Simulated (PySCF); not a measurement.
Metal–ligand bonds in Cd(CH3)1–Y. All species are isolated molecules in the gas phase. One relaxed conformer stands for each flexible species; it need not be the lowest. Multiplicities are imposed; where one is given, others were not computed. Strings in code marks are SMILES.

The LUMO from two functionals at the same geometries (r2SCAN-D4/def2-SVP), both in PySCF: PBE-D3(BJ)/def2-TZVP and TPSSh-D3(BJ)/def2-TZVP. 

```
species                 PBE-D3(BJ)/def2-TZVP (eV)  TPSSh-D3(BJ)/def2-TZVP (eV)
----------------------  -------------------------  ---------------------------
Y = F ([Cd(CH3)(F)])                        -1.64                        -1.13
Y = Br                                      -1.76                        -1.27
Y = OH ([Cd(CH3)(OH)])                      -1.35                        -0.86
Y = NH2                                     -0.97                        -0.50
```

Over these rows, drawn at random from the members with no instability flagged (it was tested for open shells, ions and some series alone), PBE minus TPSSh-D3(BJ): mean -0.49 eV, from -0.51 eV to -0.47 eV.
